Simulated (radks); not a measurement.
Spin polarisation of the 4f7 shell in neutral gadolinium. Start: [Xe] 4f(up 3.5, down 3.5) 5d(up 0.5, down 0.5) 6s2; electrons of 4f are moved from spin down to spin up, other shells keep equal spins. All-electron calculation, non-relativistic Kohn-Sham, BLYP, spin-polarised, spherical densities, point nucleus. Program: a radial shooting solver on a logarithmic mesh with Libxc functionals.

moment (Bohr magnetons)  E - E(0) (eV)  e(4f up) (eV)  e(4f down) (eV)  5d down minus up (eV)  6s down minus up (eV)
0                                0.000        -12.810          -12.810                  0.000                 0.000
1                               -0.198        -13.192          -12.399                  0.087                  0.023
2                               -0.792        -13.543          -11.959                  0.174                  0.047
3                               -1.781        -13.862          -11.491                  0.261                  0.070
4                               -3.163        -14.149          -10.994                  0.349                  0.094
5                               -4.936        -14.402          -10.468                  0.437                  0.118
6                               -7.096        -14.620           -9.914                  0.525                  0.142
7                               -9.640        -14.799           -9.331                  0.613                  0.166

At moment 7 the spin-polarisation energy is -9.640 eV and the 4f exchange splitting 5.468 eV, that is 0.781 eV per Bohr magneton; E = -I m^2/4 would give I = 0.787 eV.
